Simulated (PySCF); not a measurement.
Vertical excitations of a molecule CH9ClN2Si2 from TDA-B3LYP/def2-SVPD run with PySCF, as energy in eV (oscillator strength): 5.41 (0.030), 5.92 (0.024), 6.25 (0.063), 6.39 (0.031), 6.67 (0.031), 6.90 (0.038). Lowest triplet (TDA): 4.94 eV. Coordinates come from a r2SCAN-D4/def2-SVP optimisation. Other conformers were not sampled.

Task: Which structure fits?
A. C[Si@@](N)(Cl)[SiH2]N
B. N[Si@@H](Cl)NC[SiH3]
C. NC[Si@@](N)([SiH3])Cl
D. C[Si@H](N)[Si@H](N)Cl

Result: A, C[Si@@](N)(Cl)[SiH2]N
